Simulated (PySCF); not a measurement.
## Correlation energy of Pt (platinum, neutral)

[Xe] 4f14 5d8 6s2, high-spin 3F determinant (an excited configuration). Calculation: PySCF 2.14, in def2-TZVPPD with the def2 core potential (60 electrons); scalar relativity through the core potential. Frozen: 5s2 5p6; 10 electrons correlated.

```json
{"level": "CCSD", "correlation energy (mhartree)": "-279.71"}
{"level": "(T)", "correlation energy (mhartree)": "-11.07"}
{"level": "CCSD(T)", "correlation energy (mhartree)": "-290.78"}
```

Diagnostics: T1 = 0.016, D1 = 0.0592, largest double amplitude 0.045.

Problem. Is a single reference adequate?

Solution. Yes, within this model without spin-orbit coupling: T1 lies below 0.03 and no double amplitude reaches 0.07.
